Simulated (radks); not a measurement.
Problem. These are the eigenvalues of the occupied orbitals of an atom or ion with whole-number occupations (eV). Calculated with a radial shooting solver on a logarithmic mesh with Libxc functionals: non-relativistic Kohn-Sham, PBEsol, spin-unpolarised, spherical densities, point nucleus.

orbital  eigenvalue
1s        -47067.31
2s        -7501.884
2p        -7138.393
3s        -1660.353
3p        -1498.490
3d        -1196.628
4s        -332.8157
4p        -269.5276
4d        -156.6617
5s         -49.8044
5p         -32.6487
4f         -19.2402
5d          -9.0725
6s          -8.6644

Which element is it, and in what charge state? The configuration may be excited.

Solution. Z = 64, gadolinium, charge +1: Gd+ in [Xe] 4f7 5d1 6s1. The list shows which subshells hold electrons but not how many an open one holds; the 1s level, -1729.7 hartree, gives Z - s = 58.8 by -(Z - s)^2/2, which with screening narrows Z to a few neighbours, and the depths of the outer levels then fix element, charge and occupations together.
